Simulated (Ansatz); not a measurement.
`C[O][InH][CH3]` and `C[O][In]([CH3])[SH]` differ in one atom or group.

Ansatz, PBE0-D4/def2-TZVP geometries, multiplicity 1. Each molecule was computed in one conformer, which needn't be the lowest.

Elements past krypton have def2 core potentials.

| property | `C[O][InH][CH3]` |
| --- | --- |
| ideal-gas entropy at 298 K and 1 bar (rigid rotor, harmonic PBE0-D4/def2-TZVP) / J/(mol·K) | 372 |
| HOMO–LUMO gap (PBE0/def2-TZVPP) / eV | 5.93 |
| HOMO–LUMO gap (PBE/def2-TZVPP) / eV | 3.83 |
| HOMO energy (PBE0/def2-TZVPP) / eV | -7.09 |
| size of the dipole moment (PBE/def2-TZVPP) / D | 2.17 |
| LUMO energy (PBE/def2-TZVPP) / eV | -1.85 |

Task: What does the change do to each property? (Best estimate.)

Result: The calculation gave: 
| property | `C[O][In]([CH3])[SH]` | shift |
| --- | --- | --- |
| ideal-gas entropy at 298 K and 1 bar (rigid rotor, harmonic PBE0-D4/def2-TZVP) / J/(mol·K) | 431 | 59 |
| HOMO–LUMO gap (PBE0/def2-TZVPP) / eV | 6.24 | 0.31 |
| HOMO–LUMO gap (PBE/def2-TZVPP) / eV | 3.97 | 0.14 |
| HOMO energy (PBE0/def2-TZVPP) / eV | -7.15 | -0.06 |
| size of the dipole moment (PBE/def2-TZVPP) / D | 2.51 | 0.34 |
| LUMO energy (PBE/def2-TZVPP) / eV | -1.77 | 0.08 |

With PBE0 the HOMO falls by 0.06 eV and the LUMO rises by 0.24 eV, so the gap widens by about 0.30 eV. PBE moves the HOMO by -0.07 eV and ωB97M-V by 0.07 eV. The zero-point energy changes by 8.6 kJ/mol with +3 modes. Dipoles are sizes alone; their direction can turn. Modes under 60 cm⁻¹, often nearly free rotors, make the harmonic entropy too high.
